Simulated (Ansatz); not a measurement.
Geometry optimisation, RKS B3LYP/def2-SVP in Ansatz.

Input:

```yaml
crystal:
  periodic: [false, false, false]
  atoms:
    - { symbol: Si, position_ang: [-0.2069, -0.3029, -0.4486] }
    - { symbol: Se, position_ang: [0.8961, -0.2781, 1.5048] }
    - { symbol: H, position_ang: [-1.608, 0.3558, -0.2609] }
    - { symbol: H, position_ang: [-0.3516, -1.6264, -0.945] }
    - { symbol: H, position_ang: [0.4926, 0.5147, -1.4769] }
    - { symbol: H, position_ang: [0.8199, 1.2729, 1.5803] }
basis:
  gaussian: { orbitals: def2-SVP }
hamiltonian:
  xc: b3lyp
relax:
  f_tol: 0.02
  max_steps: 40
```

Command:

```bash
$ ansatz run input.yaml --threads 1 --pin off --max-ram 2048MiB --backend cpu --events-out ev --progress --plain --runs-dir out
```

Problem. Where does it end, and by what steps?

Solution. It converged. After 3 steps the energy has fallen by 0.189 eV; H6 moved furthest, 0.10 Å.

```
step  energy less start (eV)  largest force component (eV/Å)  accepted
   0                  0.0000                           2.072       yes
   1                 -0.1691                           0.264       yes
   2                 -0.1803                           0.215       yes
   3                 -0.1886                           0.014       yes
```

```xyz
6
Properties=species:S:1:pos:R:3
Si -0.249 -0.236 -0.480
Se 0.907 -0.251 1.514
H -1.619 0.331 -0.324
H -0.340 -1.667 -0.879
H 0.475 0.539 -1.528
H 0.868 1.220 1.652
```

The run took 9.6 s on 1 thread of Arm Neoverse V2 (shared host), peak memory 0.14 GiB.
